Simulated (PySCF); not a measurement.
# Steps of a relaxation of YH3(NH3)

YH3(NH3) (singlet). PySCF 2.14.0, RKS PBE0, Y def2-SVP with ECP28, H def2-SVP, N def2-SVP; non-relativistic Hamiltonian with scalar-relativistic core potentials where named; density fitting; no spin-orbit coupling. Origin of the start: template. Columns: position (Å) and force (eV/Å). Energies are counted from the last step; some of the 10 steps are shown. Forces carry noise of the integration grid, about 0.01 to 0.03 eV/Å.

Run from Python with OMP_NUM_THREADS=2. Where DIIS fails, smearing, a level shift and second-order steps follow.
It took 50 s on 2 threads of Intel(R) Xeon(R) Processor @ 2.50GHz (Skylake/Cascade Lake) (shared host), from the converged density of the start.

```xyz
8
step 0  E = 0.325 eV
Y     0.2169   -0.2169    0.2169     0.97   -0.97    0.97
H     1.4524    1.0186    1.4524    -0.64   -0.38   -0.64
H    -1.0186   -1.4524    1.4524     0.38    0.64   -0.64
H     1.4524   -1.4524   -1.0186    -0.64    0.64    0.38
N    -1.2034    1.2034   -1.2034     0.01   -0.01    0.01
H    -1.8166    1.8166   -0.6663    -0.09    0.09    0.10
H    -0.6663    1.8166   -1.8166     0.10    0.09   -0.09
H    -1.8166    0.6663   -1.8166    -0.09   -0.10   -0.09
```

```xyz
8
step 3  E = 0.020 eV
Y     0.2809   -0.2809    0.2809     0.04   -0.04    0.04
H     1.3375    1.0404    1.3375     0.00    0.08    0.00
H    -1.0404   -1.3375    1.3375    -0.08    0.00    0.00
H     1.3375   -1.3375   -1.0404     0.00    0.00   -0.08
N    -1.1569    1.1569   -1.1569     0.00    0.00    0.00
H    -1.7711    1.7711   -0.6162     0.01   -0.01    0.01
H    -0.6162    1.7711   -1.7711     0.01   -0.01    0.01
H    -1.7711    0.6162   -1.7711     0.01   -0.01    0.01
```

```xyz
8
step 6  E = 0.001 eV
Y     0.3176   -0.3176    0.3176    -0.06    0.06   -0.06
H     1.2812    1.1587    1.2812    -0.01   -0.01   -0.01
H    -1.1587   -1.2812    1.2812     0.01    0.01   -0.01
H     1.2812   -1.2812   -1.1587    -0.01    0.01    0.01
N    -1.1107    1.1107   -1.1107     0.03   -0.03    0.03
H    -1.7225    1.7225   -0.5653     0.01   -0.01    0.01
H    -0.5653    1.7225   -1.7225     0.01   -0.01    0.01
H    -1.7225    0.5653   -1.7225     0.01   -0.01    0.01
```

Question: Where does the relaxation end?

Answer: It converges at step 9 in C3v:
```xyz
8
step 9  E = 0
Y     0.3135   -0.3135    0.3135
H     1.2691    1.1707    1.2691
H    -1.1707   -1.2691    1.2691
H     1.2691   -1.2691   -1.1707
N    -1.1019    1.1019   -1.1019
H    -1.7125    1.7125   -0.5540
H    -0.5540    1.7125   -1.7125
H    -1.7125    0.5540   -1.7125
```

Question: How did the contacts change?

Answer: 
| contact | start (Å) | end (Å) |
| --- | --- | --- |
| Y1–H2 (H) | 2.140 | 2.007 |
| Y1–H3 (H) | 2.140 | 2.007 |
| Y1–H4 (H) | 2.140 | 2.007 |
| Y1–N5 (NH3) | 2.460 | 2.452 |
